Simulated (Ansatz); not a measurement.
`C/C(F)=N/[SiH3]` + `CO[SiH](N)N` → `N[SiH](N)O[SiH3]` + `C/N=C(/C)F`  (formal exchange of groups at the Si–N bond)

Gas-phase electronic energies from Ansatz, PBE0-D4/def2-TZVP geometries. CCSD(T)/CBS adds triple-zeta CCSD(T) − MP2 to the extrapolated MP2 energy (def2 sets, frozen cores). Double bonds are as drawn, so ΔE can hold a change between cis and trans. DFT in def2-TZVPP. One conformer a species, not always the lowest.

Problem. Is it downhill or uphill in electronic energy at CCSD(T)/CBS, and by how much? (Estimate.)

Solution. Ansatz gave: Downhill: ΔE = -94.4 kJ/mol.

Problem. What do these levels give: PBE-D4, ωB97X-V, PBE, r2SCAN, MP2/def2-QZVPP, CCSD/CBS(def2)? (Best estimate.)

Solution. The calculation gave: PBE-D4 -83.9, ωB97X-V -88.5, PBE -83.6, r2SCAN -89.5, MP2/def2-QZVPP -95.5, CCSD/CBS(def2) -95.6 kJ/mol.

Largest T1 diagnostic among the species: 0.013.

From PBE to PBE0 (25 % exact exchange), in def2-TZVPP and without D4, ΔE moves by −4.2 kJ/mol.
